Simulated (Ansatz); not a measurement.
The same path of ClFGaH₃ (6 atoms, charge 0, multiplicity 1) was run twice with different band settings. Lost on the way: Ga1–H2, F5–H6. Made: H2–H6.

Theory: RKS B3LYP-D4/def2-SVP in Ansatz 0.2.0.

Relaxed end points:

```xyz
6
Properties=species:S:1:pos:R:3
Ga 0.208 0.194 0.240
H 0.139 1.123 1.486
H 1.322 -0.083 -0.812
Cl -1.831 -0.460 -0.467
F 0.025 -1.802 1.192
H -0.837 -1.860 0.779
```

```xyz
6
Properties=species:S:1:pos:R:3
Ga 0.012 -0.732 -0.375
H -0.258 0.501 1.934
H 1.292 0.072 -0.701
Cl -1.961 -0.256 -1.077
F 0.097 -2.240 0.523
H -0.155 -0.233 2.114
```

Common settings: movable images 5; climbing image yes; optimiser quadratic models (default); start path through a guess of the saddle point; force threshold 0.03 eV/Å; iteration limit 60; end points relaxed.

| run | spring |
| --- | --- |
| 1 | 5.0 eV/Å² |
| 2 | 0.5 eV/Å² |

**Question.** What does each run give, and how far can it be trusted?

**Answer.** Run 1: converged after 12 iterations, highest image 0.730 eV above the first end. A vibrational analysis at the climbing image gives one clearly imaginary mode, 1067i cm⁻¹: a first-order saddle point.
Run 2: converged after 13 iterations, highest image 0.730 eV above the first end. Another band between the same ends (5 images) ends at a top of the same energy, where a vibrational analysis finds 1 clearly imaginary mode.
The orbitals stay closed-shell, which can raise the energy where a bond breaks towards radicals; this wasn't checked here.
